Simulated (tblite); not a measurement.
Start geometry of `COC(=O)P(C)CC#N` from a force field or distance geometry (Å):
```
atom  x, y, z in Å
C1     3.1866   -0.4276   -0.1093
O2     1.9726    0.2422    0.2296
C3     0.8685   -0.5271    0.4822
O4     0.9242   -1.7798    0.3760
P5    -0.7489    0.2506    0.9451
C6    -0.7724    1.9855    0.3437
C7    -2.0616   -0.8264    0.1819
C8    -3.2709   -0.8732    1.0081
N9    -4.2383   -0.9181    1.6354
H10    4.0023   -0.0748    0.5484
H11    3.4067   -0.2867   -1.2016
H12    3.0621   -1.4989    0.1256
H13   -0.5172    2.0935   -0.7270
H14   -0.0789    2.5813    0.9866
H15   -1.7719    2.4524    0.4547
H16   -2.3230   -0.5066   -0.8463
H17   -1.6469   -1.8742    0.2063
```

**Question.** What comes out of this run: tblite, GFN2-xTB geometry optimisation, gas phase?

**Answer.** 
```
atom  x, y, z in Å
C1     3.113   -0.255   -0.066
O2     1.905    0.057    0.625
C3     0.813   -0.600    0.264
O4     0.742   -1.437   -0.595
P5    -0.573   -0.004    1.351
C6    -0.797    1.616    0.482
C7    -1.917   -0.983    0.480
C8    -3.187   -0.352    0.671
N9    -4.190    0.176    0.823
H10    3.899    0.315    0.421
H11    3.028    0.028   -1.117
H12    3.314   -1.325   -0.001
H13   -0.857    1.488   -0.599
H14    0.041    2.264    0.732
H15   -1.718    2.069    0.847
H16   -1.682   -1.057   -0.588
H17   -1.941   -1.989    0.909
```

The energy falls by 86.1 kJ/mol over 131 L-BFGS steps, the largest force on an atom goes from 3.40 to 0.008 eV/Å, and the atoms move by 0.645 Å rms after alignment. The bond that changes most is C3=O4 (carbonyl carbon to carbonyl oxygen), which shortens by 0.057 Å. Bonds longer at the end by more than 0.005 Å: 3 of 16; shorter: 12. Among the angles that change most is C6–P5–C7, from 113.8° to 98.7°. Among the dihedrals that turn most is C3–P5–C7–C8, from 147° to -155°. Rotational constants go from 3001, 691.8, 586.9 to 3630, 730.1, 661.0 MHz. The orientation of the end geometry is arbitrary; only internal coordinates are fixed.

On an Arm Neoverse V2 with one thread, no GPU, on a shared host, this took 0.78 s of wall time.

Its GFN2-xTB frequencies are all real (lowest 22 cm⁻¹). The numbers are those of one conformer.

All values are computed, not measured.
